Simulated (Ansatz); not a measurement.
Geometry optimisation, RKS B3LYP/def2-SVP (Ansatz 0.2.0).

The input (input.yaml):

```yaml
crystal:
  periodic: [false, false, false]
  atoms:
    - { symbol: Ga, position_ang: [-0.126401, 0.356816, 0.299275] }
    - { symbol: H, position_ang: [0.842788, 0.970918, 1.339356] }
    - { symbol: C, position_ang: [0.002638, 0.592973, -1.654017] }
    - { symbol: "N", position_ang: [-1.53695, -0.531403, 1.033136] }
    - { symbol: H, position_ang: [2.199493, -0.380565, 1.457806] }
    - { symbol: F, position_ang: [2.411155, -1.200594, 1.112715] }
    - { symbol: H, position_ang: [1.052238, 0.685954, -1.970823] }
    - { symbol: H, position_ang: [-0.525944, 1.511354, -1.960474] }
    - { symbol: H, position_ang: [-0.45047, -0.259032, -2.183261] }
    - { symbol: H, position_ang: [-1.631724, -0.709204, 2.027666] }
    - { symbol: H, position_ang: [-2.236924, -1.037216, 0.498522] }
basis:
  gaussian: { orbitals: def2-SVP }
hamiltonian:
  xc: b3lyp
relax:
  f_tol: 0.03
  max_steps: 50
```

Launched with:

```bash
$ ansatz run input.yaml --threads 2 --pin off --max-ram 3072MiB --backend cpu --events-out ev --progress --plain --runs-dir out
```

Problem. Where does it end, and by what steps?

Solution. The forces met the threshold. The force dipped under the threshold on the way, but the program's further checks kept it going. After 17 steps the energy has fallen by 0.072 eV; F6 moved furthest, 0.47 Å.

```csv
step,energy less start (eV),largest force component (eV/Å),accepted
0,0.0000,0.957,yes
1,-0.0444,0.222,yes
2,-0.0435,0.512,no
3,-0.0546,0.167,yes
4,-0.0574,0.132,yes
5,-0.0610,0.359,yes
6,-0.0599,0.644,no
7,-0.0662,0.158,yes
8,-0.0680,0.115,yes
9,-0.0687,0.101,yes
10,-0.0665,0.331,no
11,-0.0703,0.041,yes
12,-0.0708,0.027,yes
13,-0.0710,0.046,yes
14,-0.0714,0.057,yes
15,-0.0717,0.010,yes
16,-0.0719,0.060,yes
17,-0.0720,0.019,yes
```

```xyz
11
Properties=species:S:1:pos:R:3
Ga -0.107 0.313 0.336
H 0.795 1.073 1.414
C 0.071 0.555 -1.610
N -1.484 -0.624 1.075
H 2.016 -0.198 1.314
F 2.107 -0.995 0.826
H 1.094 0.301 -1.929
H -0.115 1.609 -1.878
H -0.639 -0.076 -2.166
H -1.607 -0.759 2.073
H -2.131 -1.198 0.544
```

Whether the end is a true minimum wasn't checked by a vibrational analysis.

Run time: 64 s on 2 threads of Arm Neoverse V1, with other jobs on the host, peak memory 0.25 GiB.
